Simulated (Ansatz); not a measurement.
Z-matrix (Å, degrees):
```
B
N 1 1.4022
H 2 1.0030 1 121.93
H 2 1.0041 3 114.49 1 180.00
N 1 1.4022 2 124.51 3 180.00
H 5 1.0030 1 121.93 2 -180.00
H 5 1.0041 6 114.49 1 -180.00
Cl 1 1.7929 2 117.74 3 0.00
```
Charge 0, multiplicity 1.

These are frozen-core CCSD(T)/cc-pVTZ // CAM-B3LYP-D3(BJ)/def2-TZVP in Ansatz (an electronic-structure program) values and carry that method's errors.

```json
{
 "HF energy": "-595.62846 Ha",
 "MP2 correlation energy": "-0.71422 Ha"
}
```

Question: Estimate the CCSD correlation energy, the (T) correction, the total energy and the T1 diagnostic.

Answer: 
The CCSD correlation energy is -0.74661 Ha. The (T) correction comes out as -0.02963 Ha and the CCSD(T) total energy comes out as -596.40470 Ha. The T1 diagnostic is 0.010.
